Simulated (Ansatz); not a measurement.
The first iterations of a band of C₂H₆BNS₂ (12 atoms, charge 0, multiplicity 1).

These are results of RKS PBE0-D4/def2-SVP (Ansatz 0.2.0), not measurements.

| Quantity | Value |
| --- | --- |
| movable images | 7 |
| climbing image | yes |
| spring | 5.0 eV/Å² |
| optimiser | quadratic models (default) |
| start path | through a guess of the saddle point |
| force threshold | 0.03 eV/Å |
| iteration limit | 60 |
| end points | relaxed |

First end point:

```xyz
12
Properties=species:S:1:pos:R:3
C 0.277 -0.286 1.543
C 0.303 0.682 0.374
S 2.003 1.232 -0.096
S 1.485 0.446 -2.018
B -0.030 0.094 -1.064
N -1.179 -0.557 -1.502
H 0.888 -1.177 1.331
H -0.756 -0.618 1.744
H 0.660 0.174 2.467
H -0.299 1.581 0.594
H -1.977 -0.711 -0.899
H -1.299 -0.916 -2.440
```

Last end point:

```xyz
12
Properties=species:S:1:pos:R:3
C 0.593 -0.467 1.477
C 0.608 0.177 0.115
S 1.116 1.925 0.106
S 1.497 -0.775 -1.242
B -0.212 -0.304 -1.095
N -1.450 -0.369 -1.704
H 1.574 -0.379 1.969
H 0.326 -1.532 1.405
H -0.151 0.031 2.121
H 0.045 2.387 0.795
H -2.278 0.051 -1.306
H -1.593 -0.802 -2.607
```

| iteration | highest image above the first end (eV) | largest band force component (eV/Å) |
| --- | --- | --- |
| 1 | 6.385 | 16.481 |
| 2 | 4.220 | 2.986 |
| 3 | 4.075 | 2.148 |
| 4 | 4.239 | 1.579 |
| 5 | 3.016 | 2.826 |
| 6 | 2.876 | 1.111 |
| 7 | 2.915 | 0.615 |
| 8 | 2.594 | 1.156 |
| 9 | 2.425 | 0.644 |

Question: Does the band converge within its limit, and where does its top end?

Answer: It converged. It ended after 27 iterations with the highest image 3.630 eV above the first end. Neighbouring images differ by up to 2.6 eV, so the band resolves the path poorly. A vibrational analysis at the climbing image gives one clearly imaginary mode, 1694i cm⁻¹: a first-order saddle point. The orbitals stay closed-shell, which can raise the energy where a bond breaks towards radicals; this wasn't checked here.

Time of the run: 10 min on 2 threads of Arm Neoverse V2 (shared host), peak memory 0.33 GiB.
